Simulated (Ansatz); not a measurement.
The lowest singlet and triplet of GaH (SMILES [GaH]); geometries from B3LYP-D3(BJ)/def2-TZVP, each state relaxed from the structure named, with no frequency check.
Singlet (charge 0, multiplicity 1):
| atom | x (Å) | y (Å) | z (Å) |
|---|---|---|---|
| Ga | 0.0000 | 0.0000 | -0.0528 |
| H | 0.0000 | 0.0000 | 1.6363 |
Triplet (charge 0, multiplicity 3):
```xyz
2

Ga     0.000     0.000    -0.051
H      0.000     0.000     1.574
```

A positive gap puts the triplet lower; no zero-point energy. R- takes a restricted singlet. The triplet is unrestricted in single-reference levels. Active spaces average the two states.

Frozen-core correlation. Filled d and f shells under p-block atoms count as core.

The values were computed with Ansatz (Gaussian orbitals). Values without a source in brackets are computed.

```csv
level,"gap E(singlet) − E(triplet), adiabatic (eV)"
R-HF/cc-pVDZ,-1.416
R-HF/cc-pVTZ,-1.401
R-wB97X-V/def2-TZVPP,(withheld)
R-SCS-MP2/cc-pVDZ,-1.973
"SA-CASSCF(4,5)/cc-pVDZ",-1.974
"SC-NEVPT2 on SA-CASSCF(4,5)/cc-pVDZ",-1.998
"FIC-MRCISD+Q on SA-CASSCF(4,5)/cc-pVQZ",-2.030
FCI/cc-pVTZ,-2.037
FCI/cc-pVQZ,-2.035
```

Problem. What belongs in the gaps?

Solution. 
- R-wB97X-V/def2-TZVPP, gap E(singlet) − E(triplet), adiabatic (eV): -2.208

Ansatz is a quantum-chemistry and plane-wave program.
